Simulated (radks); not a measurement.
Results of a calculation; reference values are marked as such.
Task: The gold anion Au-, [Hg], held by a Watson sphere: a shell of charge +1 at radius R that stands for the Madelung well of a crystal (potential energy -1/R inside, -1/r outside, in hartree with lengths in bohr). Code: a radial shooting solver on a logarithmic mesh with Libxc functionals. Model: scalar-relativistic Kohn-Sham, PBE, spin-polarised, spherical densities, finite nucleus; Fermi nuclear charge, rms radius of each element as measured or else 0.836 A^(1/3) + 0.57 fm. Response by self-consistent Sternheimer equations with the Hartree and adiabatic LDA kernel, the relativistic mass of each level held fixed and spin-orbit coupling left out. The sphere does not respond.

R (bohr)  e(5p) (eV)  e(5d) (eV)  e(6s) (eV)  <r> 6s (bohr)  sum of <r^2> (bohr^2)  X-ray form factor at sin(theta)/lambda = 0.1 1/angstrom  alpha (bohr^3)
2.68         -60.202      -7.480      -6.759          2.818                  69.60                                                   75.581           42.58
3.42         -59.318      -6.497      -6.035          2.943                  72.38                                                   75.479           51.79
3.49         -59.241      -6.414      -5.962          2.954                  72.61                                                   75.472           52.73
4.7          -58.077      -5.190      -4.807          3.109                  75.76                                                   75.385           69.23
5.02         -57.820      -4.927      -4.545          3.139                  76.37                                                   75.373           73.45

Estimate the row for R = 2.79 bohr.

Result: e(5p) (eV) -60.061; e(5d) (eV) -7.321; e(6s) (eV) -6.663; <r> 6s (bohr) 2.837; sum of <r^2> (bohr^2) 70.05; X-ray form factor at sin(theta)/lambda = 0.1 1/angstrom 75.563; alpha (bohr^3) 43.83.
